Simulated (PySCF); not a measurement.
C4H14FNSi3.
SMILES with atom numbers: `[F:1][SiH2:2][N:3]([SiH2:4][CH2:5][SiH3:6])[CH:7]1[CH2:8][CH2:9]1` (hydrogens: H10, H11 on Si2; H12, H13 on Si4; H14, H15 on C5; H16, H17, H18 on Si6; H19 on C7; H20, H21 on C8; H22, H23 on C9)

Cartesian coordinates in Å at the GFN2-xTB level; atoms count from 1:
```xyz
23
C4H14FNSi3 angstrom
F     -0.025   -2.895    1.322
Si    -0.968   -1.615    1.549
N     -0.803   -0.615    0.159
Si     0.387   -0.964   -1.079
C      2.126   -0.878   -0.327
Si     2.567    0.745    0.550
C     -1.626    0.555    0.145
C     -1.149    1.870   -0.386
C     -2.218    1.105   -1.114
H     -0.462   -0.992    2.766
H     -2.319   -2.150    1.665
H      0.268   -0.002   -2.179
H      0.081   -2.302   -1.598
H      2.230   -1.697    0.383
H      2.851   -1.068   -1.117
H      2.541    1.860   -0.407
H      3.923    0.649    1.103
H      1.630    1.031    1.640
H     -2.260    0.603    1.024
H     -0.166    1.910   -0.827
H     -1.429    2.770    0.142
H     -1.954    0.628   -2.044
H     -3.230    1.480   -1.086
```

Computed at PBE0/pcSseg-1 (PySCF, non-relativistic), with Q(14N) = 0.02044 b: N3, 14N (I = 1): χzz = -4.215 MHz, η = 0.549.

Task: Find the zero-field quadrupole resonance frequencies of 14N at N3.

Result: From ν± = (3/4)|χ|(1 ± η/3) and ν0 = |χ|η/2: ν+ 3.740 MHz, ν− 2.582 MHz, ν0 1.158 MHz (nitrogen bridging silicon atoms).

In a crystal, neighbours and librations shift these lines. Isolated species at its GFN2-xTB geometry (one conformer only). GFN2-xTB bond lengths can be off by several hundredths of an ångström, more for odd bonds, and the gradients follow them. These gradients aren't converged with respect to the basis.
